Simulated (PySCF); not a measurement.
BrCl. Atoms are numbered in the order given.

```xyz
2

Cl     0.0000     0.0000    -1.4574
Br     0.0000     0.0000     0.7079
```

The structure is a stationary point at B3LYP-D3(BJ)/def2-TZVP.

Level of theory: r2SCAN/def2-TZVPD run with PySCF.

- total energy = -3034.30047 hartree
- point group = C∞v
- highest occupied level = -7.42 eV
- lowest empty level = -4.54 eV
- orbital gap = 2.88 eV
- dipole moment = 0.46 D
- quadrupole, principal values (traceless, Buckingham form, about the centre of nuclear charge) = -1.90, -1.90, 3.81 D·Å
- mean static polarisability = 37.9 bohr³ (5.62 Å³)
- polarisability, principal values = 31.2, 31.2, 51.4 bohr³
